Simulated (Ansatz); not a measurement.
A structure relaxed at PBE0-D4/def2-TZVP, charge 0, multiplicity 1:

```xyz
12

F     0.332   -2.083   -1.288
C     1.233   -1.249   -0.679
O     0.682    0.011   -0.508
C    -0.286    0.097    0.465
F     0.293    0.095    1.708
C    -0.998    1.427    0.278
F    -1.663    1.409   -0.895
F    -1.897    1.588    1.269
H     1.509   -1.702    0.278
H     2.093   -1.126   -1.336
H    -1.000   -0.733    0.425
H    -0.297    2.268    0.285
```

Q: Give its formula and SMILES.

A: C3H4F4O, `FCOC(F)C(F)F`.

Q: Summarise the bond lengths by kind.

A: 4 × C–F 1.348 to 1.371 Å; 2 × C–O 1.376 to 1.385 Å; 4 × C–H 1.090 to 1.095 Å; 1 × C–C 1.520 Å.

Computed with Ansatz.
